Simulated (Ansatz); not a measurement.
Cartesian coordinates in Å:
```
C 3.204 0.621 -1.866
O 1.858 0.264 -2.084
Si 0.753 0.143 -0.916
O 1.160 -1.057 0.117
Si 0.429 -2.018 1.206
O 1.537 -2.629 2.218
O -0.325 -3.267 0.455
O -0.713 -1.183 2.012
O -0.662 -0.182 -1.618
Si -2.195 -0.636 -1.263
O -2.543 -0.137 0.260
O -2.339 -2.243 -1.333
O -3.228 0.079 -2.286
O 0.683 1.527 -0.072
Si -0.084 2.290 1.144
O -1.679 2.435 0.751
O 0.057 1.470 2.525
O 0.482 3.802 1.300
H 3.702 0.673 -2.835
H 3.717 -0.125 -1.250
H 3.282 1.598 -1.379
H 2.267 -2.069 2.483
H 0.228 -3.994 0.162
H -1.513 -0.924 1.506
H -2.455 0.820 0.428
H -1.726 -2.765 -0.796
H -3.158 -0.131 -3.218
H -1.929 3.181 0.203
H -0.187 0.528 2.526
H 1.375 3.928 1.621
```

Total charge 0; spin multiplicity 1.

List the ωB97M-V/def2-TZVPP orbital energies in eV (Ansatz 0.2.0). (Estimate.)

Ansatz gave: Occupied: -1808.76, -1808.67, -1808.55, -1808.34, -526.83, -526.70, -526.59, -526.40, -526.40, -526.39, -526.28, -526.28, -526.25, -526.20, -526.19, -525.97, -525.85, -282.96, -149.57, -149.46, -149.36, -149.15, -103.71, -103.71, -103.69, -103.61, -103.60, -103.58, -103.50, -103.49, -103.48, -103.30, -103.28, -103.27, -32.40, -32.08, -31.81, -31.68, -31.29, -31.14, -31.12, -30.94, -30.77, -30.68, -30.52, -30.43, -30.37, -22.31, -20.00, -19.46, -19.25, -18.46, -18.04, -17.86, -17.59, -17.35, -17.24, -17.15, -17.14, -17.05, -16.45, -15.43, -15.24, -15.17, -14.67, -14.59, -14.22, -14.15, -13.89, -13.71, -13.58, -13.42, -13.19, -13.09, -12.98, -12.95, -12.84, -12.78, -12.66, -12.62, -12.44, -12.31, -12.18, -11.94, -11.85, -11.79, -11.64, -11.42, -11.07. Lowest empty: 1.38, 1.92, 2.25, 2.64, 2.72, 3.02, 3.60, 3.73.
